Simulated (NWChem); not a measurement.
# AlBrCl₂; SMILES [Cl][Al]([Cl])[Br]

```xyz
4

Al     0.0000     0.0000    -0.5196
Cl     0.0000     1.8042    -1.5759
Cl     0.0000    -1.8042    -1.5759
Br     0.0000     0.0000     1.7239
```
Atoms are numbered in this order, from 1.

All runs: NWChem. Pople sets run with spherical d functions. Structure relaxed at the B3LYP/6-31G* (spherical d) level. Ions are spin-unrestricted doublets at the neutral geometry; other ion states weren't tried.

Q: Estimate the computed values for M06-2X/6-31G*. Quantities: vertical ionisation energy, ΔSCF (eV); −ε(HOMO) (eV).

A: 
```yaml
vertical ionisation energy, ΔSCF (eV): 11.43
"−ε(HOMO) (eV)": 10.24
```
